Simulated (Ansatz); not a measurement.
A run for Ansatz (a first-principles code): R-wB97X-V/def2-TZVPPD on HCl (SMILES Cl) with ghost functions. Files ending in .json are basis or fitting sets from the Basis Set Exchange.

Ansatz 0.2 input:
```yaml
crystal:
  periodic: [false, false, false]
  atoms:
    - {symbol: Cl, position_ang: [-0.27068733, 0.32754095, -0.09807415]}
    - {symbol: H, position_ang: [0.58689984, 0.05791804, 0.85843757]}
basis:
  gaussian:
    orbitals: def2-TZVPPD.json
    ghost_atoms:
      - {symbol: O, position_ang: [1.12679605, -0.20599541, 2.58091528]}
      - {symbol: C, position_ang: [0.23637730, -0.07718064, 3.38703659]}
      - {symbol: O, position_ang: [-1.02757544, 0.22407504, 3.11447779]}
      - {symbol: H, position_ang: [0.37877713, -0.19888074, 4.46641078]}
      - {symbol: H, position_ang: [-1.14454484, 0.33084237, 2.14873161]}
hamiltonian:
  xc: {name: wB97X-V}
scf: {lower_state_search: off}
```

The log:

```
WARN ansatz: RAYON_NUM_THREADS=1 ignored (pool sized by the plan → 1); use --threads N
Functional definition: wB97X-V
these checks for a lower state are left out or cut short: stability, starts, cluster_reference, orbital_swaps, neighbouring_geometries, increment
integrals: 0.17 GiB planned
1010 factors; their error is unknown
integrals: 0.21 GiB planned
283 factors; integrals over basis functions are off by at most 4.1e-5 eV
mean field: 1.28 GiB planned
mean field evaluation 1: about -12537.2760 eV, gradient 1.0e1 eV
mean field evaluation 2: about -12537.5252 eV, gradient 7.0e0 eV
mean field evaluation 4: about -12537.6105 eV, gradient 1.8e-1 eV
mean field evaluation 8: about -12537.6323 eV, gradient 2.3e-2 eV
mean field -12537.63226700 eV, -460.7494874997 hartree, gradient 4.3e-6 eV, S^2 0.000000; 0 other end points of the search recorded, 0 dependent functions left out
reference -12537.63226470 eV, -460.7494874152 hartree; 9, 9 occupied and 210, 210 virtual orbitals, 1010 factors
Total energy: -12537.63226470 eV, -460.7494874152 hartree
Checks for a lower state left out: stability, starts, cluster_reference, orbital_swaps, neighbouring_geometries, increment
```

The run converged.

Cost: about 7 core-seconds (a rough figure).
